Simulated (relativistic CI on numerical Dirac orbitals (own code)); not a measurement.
## Pr: what numerical and physical settings do to a radial Dirac CI calculation

Reference input:

```
atom Pr  Z=59  charge=0  electrons=59
nucleus A=141  rms_radius_fm=4.8919
hamiltonian dirac-coulomb  breit=on  qed=on  c_scale=1
orbitals kli  potential=per-configuration
slater_scale 1
correlation none
mixing on
grid step=0.0125 r_max=323.6
scf mixing=0.4 start=green max_iterations=150 tolerance=2e-08 node_fill=0.05
configurations
  [Xe] 4f3 6s2
  [Xe] 4f 5d2 6s2
  [Xe] 4f2 6s2 7p
  [Xe] 4f2 6s2 7d
  [Xe] 4f2 6s 7s2
end
```

Computed lowest total energy -9225.15588 Ha, first excitation 1498.3 cm⁻¹, 86 SCF steps. Runs with settings changed; * marks those that are bad on purpose:

```
                                         Changed        Outcome   Lowest level    ΔE (Ha)  First excitation (cm⁻¹)  SCF steps                                                                        Message
                              iteration limit 20  not converged                                                            20  SCF of 1s2 2s2 2p6 3s2 3p6 3d10 4s2 4p6 4d10 4f3 5s2 5p6 6s2 did not converge
                                 grid step 0.006      converged  4f³6s² ⁴I°9/2  -0.000151                   1498.3        102                                                                               
Slater scale 0.6, QED terms off, SCF mixing 0.05  not converged                                                           150  SCF of 1s2 2s2 2p6 3s2 3p6 3d10 4s2 4p6 4d10 4f3 5s2 5p6 6s2 did not converge
                                   QED terms off      converged  4f³6s² ⁴I°9/2      -5.23                   1490.5         86                                                                               
                             iteration limit 1 *  not converged                                                             1  SCF of 1s2 2s2 2p6 3s2 3p6 3d10 4s2 4p6 4d10 4f3 5s2 5p6 6s2 did not converge
                node fill of the KLI weights 5 *      converged  4f³6s² ⁴I°9/2      0.797                   6148.1        102
```

With so few configurations and no correlation, terms lie too far apart (by 10 to 50 % near neutrality), their order can be wrong, and levels of other configurations are missing.
